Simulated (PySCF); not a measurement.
C2H7FOSi, SMILES OC[Si@@H](F)C. Geometry optimised at PBE-D3(BJ)/def2-SVP. The structure was generated by enumeration; whether it is a known compound was not checked. Other conformers were not sampled.

**Question.** Give the equilibrium geometry at PBE-D3(BJ)/def2-SVP (PySCF confirms it by a frequency run) as a Z-matrix. (An estimate is asked for; the answer gives what the named calculation found.)

**Answer.** Several could match; the one computed here: 
```
Si
F 1 1.6477
H 1 1.5011 2 107.06
C 1 1.8760 3 112.14 2 -118.47
H 4 1.1086 1 110.82 3 61.68
H 4 1.1092 5 107.90 1 -121.88
H 4 1.1096 5 107.83 6 -116.56
C 1 1.8945 3 110.28 2 118.33
O 8 1.4192 1 109.32 3 -47.78
H 9 0.9739 8 107.94 1 -176.60
H 8 1.1207 9 113.32 10 -56.56
H 8 1.1225 11 105.67 9 -124.46
```
